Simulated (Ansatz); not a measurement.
Conformers of ClH7N2SSi2, SMILES `N[SiH2]S[SiH](N)Cl`, each relaxed with PBE0-D4/def2-TZVP in Ansatz. CBS adds the triple-zeta coupled-cluster correction to the MP2 limit.

Not all of them had a frequency check.

Conformer A:

```xyz
13

N    -1.161   -0.826    1.665
Si    0.397   -0.129    1.653
S     1.762   -0.736    0.079
Si    0.956    0.412   -1.494
N    -0.748    0.219   -1.531
Cl    1.243    2.438   -1.298
H    -1.289   -1.787    1.940
H    -1.808   -0.553    0.942
H     1.101   -0.567    2.880
H     0.254    1.340    1.567
H     1.702    0.018   -2.711
H    -1.113   -0.716   -1.640
H    -1.294    0.889   -2.052
```

Conformer B:

Cartesian coordinates in Å:
```
N -0.690 1.762 0.672
Si -1.243 0.231 1.182
S 0.244 -1.330 1.440
Si 1.301 -1.050 -0.361
N 0.205 -0.639 -1.608
Cl 2.643 0.515 -0.319
H -0.119 2.309 1.298
H -0.347 1.835 -0.274
H -2.252 -0.253 0.213
H -1.821 0.351 2.541
H 2.136 -2.257 -0.554
H -0.614 -1.208 -1.753
H 0.558 -0.266 -2.476
```

Problem. Which is lowest in electronic energy at CCSD(T)/CBS (frozen core, def2 sets), and by how much? (Best estimate.)

Solution. The calculation gave: B; A lies 2.0 kJ/mol higher. Gaps under about 2 kJ/mol don't settle the order.

Problem. Give the energies relative to B (kJ/mol) with r2SCAN-D4/def2-TZVPP, B3LYP-D4/def2-TZVPP, ωB97X-V/def2-TZVPP, HF/def2-TZVPP, SCS-MP2/def2-TZVPP, CCSD/def2-TZVPP, MP2/def2-QZVPP. (Best estimate.)

Solution. Computed: 
```json
{"level": "r2SCAN-D4/def2-TZVPP", "A": "3.1"}
{"level": "B3LYP-D4/def2-TZVPP", "A": "3.0"}
{"level": "ωB97X-V/def2-TZVPP", "A": "2.9"}
{"level": "HF/def2-TZVPP", "A": "1.2"}
{"level": "SCS-MP2/def2-TZVPP", "A": "2.5"}
{"level": "CCSD/def2-TZVPP", "A": "2.3"}
{"level": "MP2/def2-QZVPP", "A": "2.4"}
```

B3LYP here is the variant with VWN-RPA as its local correlation; programs differ in this.
